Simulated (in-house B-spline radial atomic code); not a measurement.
Computed with a B-spline radial atomic code. Model: two electrons, singlet ground state, non-relativistic, full CI in B-splines with partial waves to l = 8 (at full coupling up to 3e-4 hartree above the limit, correlation up to 0.6 % small), density held at that of full coupling by Lieb maximisation.

W(λ) is the mean repulsion in the state of coupling λ less the Hartree energy of the fixed density. Its start is exact exchange, its initial slope is twice the second-order Görling-Levy correlation energy, and its area from 0 to 1 is E_xc. A straight curve means weak, dynamic correlation, and a curve that drops fast and flattens means strong correlation.

Command:
```bash
python run_ac.py task.json out
```
Settings (lengths in bohr, energies in hartree):
```
potential              coulomb
strength               0.647
lmax                   8
wall_radius            0.603
```

Time taken, with all properties: 3.3 s on 1 thread of Intel(R) Xeon(R) Processor @ 2.30GHz, on a shared host.

**W = mean repulsion less Hartree energy, and W of three functionals.**

Given: confinement point charge; nuclear charge 0.647; hard wall radius 0.603 bohr; external potential -Z/r.

Computed: LDA exchange minus exact 411.07 millihartree; PBE exchange minus exact 131.7 millihartree.

```tsv
coupling	W xc (hartree)	W xc minus exchange (millihartree)	kinetic minus Kohn-Sham (millihartree)	LDA (PW92) W minus its exchange (millihartree)	PBE W minus its exchange (millihartree)	SCAN W minus its exchange (millihartree)
0	-3.0005	0	0	0	0	0
0.02	-3.0026	-2.155	0	-14.74	-3.73	-1.96
0.05	-3.0059	-5.375	0.1	-31.25	-9.24	-4.87
0.12	-3.0133	-12.825	0.8	-62.43	-21.75	-11.55
0.25	?	?	?	?	?	?
0.4	-3.0423	-41.766	8.3	-152.95	-67.65	-37.21
0.6	-3.0621	-61.627	18.2	-203.14	-97.28	-54.71
0.8	-3.0813	-80.841	31.6	-246.86	-124.89	-71.6
1	-3.0999	-99.432	48.3	-285.99	-150.8	-87.96
1.4	-3.1353	-134.84	90.8	-354.51	-198.45	-119.18
2	?	?	?	?	?	?
3	-3.2565	-256.03	353.3	-556.17	-351.51	-228.07
4.5	-3.3465	-345.97	688.2	-689.97	-460.75	-312.26
7	-3.4608	-460.3	1337.8	-853.33	-599.99	-425.33
10	-3.5593	-558.81	2166.9	-994.12	-723.94	-529.59
```

**Question.** What belongs in the row 0.25?

**Answer.** W xc (hartree): -3.0269; W xc minus exchange (millihartree): -26.431; kinetic minus Kohn-Sham (millihartree): 3.3; LDA (PW92) W minus its exchange (millihartree): -108.75; PBE W minus its exchange (millihartree): -43.8; SCAN W minus its exchange (millihartree): -23.65.

**Question.** What belongs in the row 2?

**Answer.** W xc (hartree): -3.1844; W xc minus exchange (millihartree): -183.87; kinetic minus Kohn-Sham (millihartree): 173.9; LDA (PW92) W minus its exchange (millihartree): -440.63; PBE W minus its exchange (millihartree): -261.78; SCAN W minus its exchange (millihartree): -162.77.

**Question.** What is the SCAN exchange minus exact?

**Answer.** -18.699 millihartree.

**Energy parts, natural occupations and partial-wave weights.**

Computed: total energy 24.7823 hartree; exchange energy -3.0005 hartree; correlation energy -0.051092 hartree; kinetic part of the DFT correlation energy 0.048341 hartree; initial slope twice GL2 -0.10787 hartree; kinetic part over minus potential part 0.48617; Hartree energy 6.001 hartree.

```
natural  occupation of the shell (electrons)
      s                               1.9974
      p                            0.0023537
      d                           0.00011603
      s                           7.2012e-05
      f                                    ?
      p                           1.3974e-05
```

**Question.** What belongs in the row f?

**Answer.** occupation of the shell (electrons): 1.5947e-05.

```csv
wave,weight
s,0.99874
p,0.0011842
d,5.9833e-05
f,?
g,1.9882e-06
```

**Question.** What belongs in the row f?

**Answer.** weight: 8.5236e-06.

**Question.** What is the Kohn-Sham kinetic?

**Answer.** 27.185 hartree.

**Question.** What is the Lieb Oxford ratio E_xc over LDA exchange?

**Answer.** 1.1785.

Half-way to full coupling W has made 52 % of its drop, against 50 % for a straight line, and second-order (GL2) theory, half the initial slope, overshoots the correlation energy by about 6 %: correlation is weak here. Over couplings 0 to 1 the errors in E_xc come to about +293 millihartree for LDA, +103 millihartree for PBE, -13 millihartree for SCAN, so SCAN is nearest. In LDA and PBE and SCAN the errors of exchange and correlation have opposite signs, so the sum is smaller than the larger of the two.
